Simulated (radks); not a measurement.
Values are calculated unless marked as measured or tabulated.
Coulomb parameter of the 4f shell of the praseodymium ion Pr+ in the model configuration [Xe] 4f3 6s1, as a second difference U = [E(n + 0.5) + E(n - 0.5) - 2 E(n)] / (0.5)^2 with all orbitals relaxed. "Bare": the charge of the atom changes with n. "Screened": the 6s shell takes up the change at fixed total charge, which measures U(4f,4f) + U(6s,6s) - 2 U(4f,6s). Code: a radial shooting solver on a logarithmic mesh with Libxc functionals. Model: Dirac Kohn-Sham, PBEsol, spin-unpolarised, spherical densities, finite nucleus; open shells are shared between the two j in proportion to 2j + 1; Fermi nuclear charge, rms radius 4.8919 fm.

start: configuration [Xe] 4f3 6s1; E - E(n) (eV) 0.000
bare +0.5: configuration [Xe] 4f3.5 6s1; E - E(n) (eV) -2.100
bare -0.5: configuration [Xe] 4f2.5 6s1; E - E(n) (eV) 5.214
screened +0.5: configuration [Xe] 4f3.5 6s0.5; E - E(n) (eV) 1.039
screened -0.5: configuration [Xe] 4f2.5 6s1.5; E - E(n) (eV) 0.146

U(bare) = 12.457 eV, U(screened by 6s) = 4.739 eV.
